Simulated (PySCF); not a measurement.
C₂H₆ClFOSi, SMILES C[C@H](O)[Si@H](F)Cl. Coordinates come from a PBE-D3(BJ)/def2-SVP optimisation. The structure was generated by enumeration; whether it is a known compound was not checked. One conformer was computed; it need not be the lowest.

Computed equilibrium geometry at PBE-D3(BJ)/def2-SVP (PySCF confirms it by a frequency run) as bond lengths and angles (one conformer of several):
Atoms: C1 C2 O3 Si4 F5 Cl6 H7 H8 H9 H10 H11 H12. Bonded distances (Å): C1–C2 1.531, C1–H7 1.109, C1–H8 1.112, C1–H9 1.110, C2–O3 1.422, C2–Si4 1.896, C2–H10 1.123, O3–H11 0.976, Si4–F5 1.633, Si4–Cl6 2.070, Si4–H12 1.497. Angles (°): C2–C1–H7 110.4, C2–C1–H8 110.6, C2–C1–H9 111.9, H7–C1–H8 108.1, H7–C1–H9 108.5, H8–C1–H9 107.1, C1–C2–O3 112.9, C1–C2–Si4 111.4, C1–C2–H10 108.8, O3–C2–Si4 106.7, O3–C2–H10 111.6, Si4–C2–H10 105.1, C2–O3–H11 107.5, C2–Si4–F5 110.2, C2–Si4–Cl6 109.8, C2–Si4–H12 111.8, F5–Si4–Cl6 108.4, F5–Si4–H12 107.6, Cl6–Si4–H12 109.0.
